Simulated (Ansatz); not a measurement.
A made-up structure of GaH$_{2}$S, doublet:

S1  (-1.402, 0.454, -0.644)
Ga2  (0.135, -0.044, 0.062)
H3  (0.444, -1.586, -0.270)
H4  (0.823, 1.176, 0.852)
(Å)

It is relaxed with PBE-D4/def2-SVP and then PBE0-D4/def2-TZVP (Ansatz 0.2.0). Atoms count as bonded within 1.22 times the sum of their covalent radii (H–H: 0.88 Å). The end point is not checked to be a true minimum.

(1) Does its bonding change? (A judgement: the text doesn't fix the answer.)

## Answers

(1) Computed: No: no bond forms or breaks.

Where it ends: The first stage lowers the energy by 2.43 eV in 6 steps. It ends as GaH₂S ([S][GaH2]):
S1  (-1.730, 0.560, -0.795)
Ga2  (0.166, -0.054, 0.076)
H3  (0.606, -1.532, -0.161)
H4  (0.958, 1.026, 0.879)
(Å)

Labels in which every atom is bracketed show which atoms are joined, not bond orders.

For scale, one of the runs: PBE0-D4/def2-TZVP relaxation, 97 basis functions, launched by `ansatz run in.yaml --threads 2 --pin off --events-out ev --progress --plain --max-ram 4352MiB`. The run took about 17 s on 2 CPU threads of an Arm Neoverse V2 (shared host).
